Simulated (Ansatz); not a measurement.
FH₃Se₃Zr (`[F][Zr]([SeH])([SeH])[SeH]`). Total charge 0; spin multiplicity 1. Zr: def2 effective core potential.

| atom | x (Å) | y (Å) | z (Å) |
| --- | --- | --- | --- |
| F1 | -0.479 | -0.968 | -1.999 |
| Zr2 | -0.066 | -0.353 | -0.264 |
| Se3 | -0.084 | 2.206 | -0.134 |
| Se4 | -1.670 | -1.329 | 1.473 |
| Se5 | 2.281 | -1.022 | 0.485 |
| H6 | -1.323 | 2.184 | -0.937 |
| H7 | -1.415 | -0.089 | 2.231 |
| H8 | 2.756 | -0.629 | -0.856 |

Task: What are the harmonic wavenumbers in cm⁻¹ at PBE0-D4/def2-TZVP (Ansatz, finite differences of forces, unscaled)? (Best estimate.)

Result: Computed: 49, 57, 70, 109, 115, 155, 170, 223, 237, 278, 292, 393, 433, 435, 677, 2400, 2401, 2412.

Task: Is this a minimum?

Result: Yes, all 18 modes are real.

Task: Give the ideal-gas thermochemistry at 298.15 K and 1 bar (rigid rotor, harmonic oscillator; point group C1, symmetry number 1).

Result: Zero-point energy 65.2 kJ/mol; H(298) − E = 96.2 kJ/mol; entropy 462.4 J/(mol·K), of which translation 181.9, rotation 134.7, vibration 145.8; G(298) − E = -41.7 kJ/mol. Modes under 100 cm⁻¹ are hindered rotations or soft bends, so the harmonic entropy is rough.
